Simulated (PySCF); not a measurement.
Species: BiH2Ph, C₆H₇Bi.
Bonds: Bi1–C4, C4–C5, C4–C9, C5–C6, C6–C7, C7–C8, C8–C9. Hydrogens: H2, H3 on Bi1; H10 on C5; H11 on C6; H12 on C7; H13 on C8; H14 on C9.

Computed, not measured: PBE0-D3(BJ)/def2-SVP geometry optimisation, gas phase, def2 core potentials past Kr in PySCF.

Q: What internal coordinates does the optimisation give?

A: 
```csv
bond,length (Å)
"Bi1–H2, Bi1–H3",1.798
Bi1–C4,2.263
"C4–C5, C4–C9",1.399
"C5–C6, C8–C9",1.396
"C5–H10, C9–H14",1.094
"C6–C7, C7–C8",1.394
"C6–H11, C8–H13",1.093
C7–H12,1.093
```

Bonds in one row agree within 0.01 Å and their mean is given. A selection of angles:
```csv
angle,degrees
H2–Bi1–H3,89.6
H2–Bi1–C4,92.9
Bi1–C4–C5,122.6
Bi1–C4–C9,118.2
C5–C4–C9,119.2
C4–C5–C6,120.3
C4–C5–H10,120.4
C6–C5–H10,119.4
C5–C6–C7,120.3
C5–C6–H11,119.7
C7–C6–H11,120.0
C6–C7–C8,119.8
C6–C7–H12,120.1
C4–C9–H14,120.6
```

Dihedral angles: Bi1–C4–C5–C6 180° (antiperiplanar); Bi1–C4–C9–C8 180° (antiperiplanar); C4–C5–C6–C7 0° (synperiplanar); C5–C6–C7–C8 0° (synperiplanar); C6–C7–C8–C9 0° (synperiplanar); C7–C8–C9–C4 0° (synperiplanar). The mirror-image conformer, all signs reversed, is as good.

The 7 heavy atoms lie in one plane (0.001 Å rms). Bi1 (bismuth bonded to C and 2 H) is pyramidal (angles 92.9°, 92.7° and 89.6°, sum 275.2°, 1.08 Å off the plane of its three neighbours).

Point group: near Cs, missed by 0.30 Å at most; the miss may be what the optimiser left on a soft mode. No PBE0-D3(BJ)/def2-SVP frequencies stand behind this structure, so it isn't proved a minimum. The numbers are those of one conformer (H–Bi1–C4–C5 -51° and 39°, Bi1–C4–C5–C6 180°, Bi1–C4–C9–C8 180°, C4–C5–C6–C7 0°, C5–C6–C7–C8 0°).
